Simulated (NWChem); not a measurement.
System: CH₂ClF; SMILES FCCl

Here is an NWChem input.

```
start job
memory heap 200 mb stack 900 mb global 1100 mb
geometry units angstroms noautosym nocenter noautoz
  F      0.389191     1.505790     0.000000
  C     -0.571544     0.565043     0.000000
  Cl     0.131186    -1.062862     0.000000
  H     -1.185066     0.659826     0.907841
  H     -1.185066     0.659826    -0.907841
end
basis spherical
  * library def2-svp
end
dft
  xc b3lyp
  iterations 150
end
cosmo
  do_cosmo_smd true
  solvent water
end
task dft energy
```

NWChem printed, in part:

```
             Northwest Computational Chemistry Package (NWChem) 7.3.0
             --------------------------------------------------------

                             Geometry "geometry" -> ""
                             -------------------------

 Output coordinates in angstroms (scale by  1.889725989 to convert to a.u.)

  No.       Tag          Charge          X              Y              Z
 ---- ---------------- ---------- -------------- -------------- --------------
    1 F                    9.0000     0.38919100     1.50579000     0.00000000
    2 C                    6.0000    -0.57154400     0.56504300     0.00000000
    3 Cl                  17.0000     0.13118600    -1.06286200     0.00000000
    4 H                    1.0000    -1.18506600     0.65982600     0.90784100
    5 H                    1.0000    -1.18506600     0.65982600    -0.90784100

 Effective nuclear repulsion energy (a.u.)     101.5275868794

                                 NWChem DFT Module
                                 -----------------

 Summary of "ao basis" -> "ao basis" (spherical)
 ------------------------------------------------------------------------------
       Tag                 Description            Shells   Functions and Types
 ---------------- ------------------------------  ------  ---------------------
 F                          def2-svp                 6       14   3s2p1d
 C                          def2-svp                 6       14   3s2p1d
 Cl                         def2-svp                 8       18   4s3p1d
 H                          def2-svp                 3        5   2s1p

 in cosmo_initialize ...
 calling solv_data for solv:h2o

 solvent parameters
 solvname_short: h2o
 solvname_long:  water
 dielec:       78.4000
 dielecinf:     1.7769
 aqueous SMD model solvent descriptors
 dielec:       78.4000
 sola:          0.8200

          ---------------
          -cosmo- solvent
          ---------------
 Cosmo: York-Karplus, doi: 10.1021/jp992097l
 dielectric constant -eps-     =  78.40
 screen = (eps-1)/(eps    )    =   0.98724
 surface charge correction     = lagrangian

   van der Waals surface
 --------------------------

[...]

                                COSMO-SMD solvation results
                                ---------------------------

             internal energy in gas <Psi(g)|H|Psi(g)> =      -599.098984359347
         internal energy in solvent <Psi(s)|H|Psi(s)> =      -599.098058077421
                               delta internal energy  =         0.000926281926 (    0.58 kcal/mol)
   total free energy in solvent <Psi(s)|H+V/2|Psi(s)> =      -599.104500419483
 polarization energy contribution <Psi(s)|V/2|Psi(s)> =        -0.006442342063 (   -4.04 kcal/mol)
    total free energy in solvent including G(SMD-CDS) =      -599.100485642425
                       G(SMD-CDS) energy contribution =         0.004014777058 (    2.52 kcal/mol)
     1 M fixed-concentration free energy of solvation =        -0.001501283078 (   -0.94 kcal/mol)

                       DFT Final Molecular Orbital Analysis
                       ------------------------------------

 Vector   15  Occ=2.000000D+00  E=-3.693738D-01
              MO Center=  4.0D-02,  4.1D-01,  7.0D-09, r^2= 2.4D+00
   Bfn.  Coefficient  Atom+Function         Bfn.  Coefficient  Atom+Function
  ----- ------------  ---------------      ----- ------------  ---------------
     4      0.348442  1 F  px                40      0.330517  3 Cl py
     5     -0.324305  1 F  py                37      0.275833  3 Cl py
     7     -0.242644  1 F  px                 8      0.233775  1 F  py
    18      0.197716  2 C  px                39     -0.171434  3 Cl px
    19     -0.169299  2 C  py                34      0.157239  3 Cl py

 Vector   16  Occ=2.000000D+00  E=-3.172514D-01
              MO Center=  1.1D-01, -9.2D-01, -8.0D-09, r^2= 1.4D+00
   Bfn.  Coefficient  Atom+Function         Bfn.  Coefficient  Atom+Function
  ----- ------------  ---------------      ----- ------------  ---------------
    39      0.581214  3 Cl px                36      0.435804  3 Cl px
    40      0.254613  3 Cl py                33      0.252813  3 Cl px
    37      0.185437  3 Cl py                 5     -0.142876  1 F  py
    34      0.107771  3 Cl py                 8      0.101632  1 F  py
    22      0.066401  2 C  py                 3     -0.065410  1 F  s

 Vector   17  Occ=2.000000D+00  E=-2.970230D-01
              MO Center= -5.8D-02, -6.5D-01, -1.5D-08, r^2= 1.9D+00
   Bfn.  Coefficient  Atom+Function         Bfn.  Coefficient  Atom+Function
  ----- ------------  ---------------      ----- ------------  ---------------
    41      0.602558  3 Cl pz                38      0.437924  3 Cl pz
    35      0.253708  3 Cl pz                20     -0.203562  2 C  pz
    47     -0.189243  4 H  s                 52      0.189243  5 H  s
     6     -0.149263  1 F  pz                 9      0.107300  1 F  pz
    48     -0.095013  4 H  s                 53      0.095013  5 H  s

 Vector   18  Occ=0.000000D+00  E= 5.069615D-02
              MO Center= -4.5D-01, -7.2D-02, -6.7D-09, r^2= 2.8D+00
   Bfn.  Coefficient  Atom+Function         Bfn.  Coefficient  Atom+Function
  ----- ------------  ---------------      ----- ------------  ---------------
    17      1.274196  2 C  s                 40     -0.739173  3 Cl py
    48     -0.622262  4 H  s                 53     -0.622262  5 H  s
    22     -0.617714  2 C  py                32     -0.601328  3 Cl s
    19     -0.442972  2 C  py                16      0.411315  2 C  s
    39      0.355815  3 Cl px                37     -0.236070  3 Cl py

[...]
```

Level: B3LYP/def2-SVP, SMD on the gas-phase geometry. Geometry: optimised at PBE0/def2-SVP. Solvent: water.
